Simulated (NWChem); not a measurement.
# Correlation energy of BCl

```
B
Cl 1 1.7192
```
Charge 0, spin multiplicity 1.

All runs are NWChem calculations. Structure: optimised with PBE0/def2-SVP, a minimum by its harmonic frequencies.

Basis set: cc-pVDZ. Each correlation energy counts from its own Hartree-Fock reference.

The correlated methods keep 6 core orbitals frozen. The structure started from a generated list of species. No row is a measurement; the coupled-cluster row has its own basis-set and correlation limits.

```csv
method,correlation energy (mHa)
CR-CCSD(T),-230.1
CCSDT,-232.1
MP2,-196.2
CCSD+T(CCSD),…
CR-CCSD[T],…
RI-MP2,-196.3
CCSD(T),…
SCS-MP2,…
CCSD,-224.5
```

Problem. What belongs in the gaps?

Solution. 
- CCSD+T(CCSD), correlation energy (mHa): -231.8
- CR-CCSD[T], correlation energy (mHa): -230.5
- CCSD(T), correlation energy (mHa): -231.4
- SCS-MP2, correlation energy (mHa): -193.4
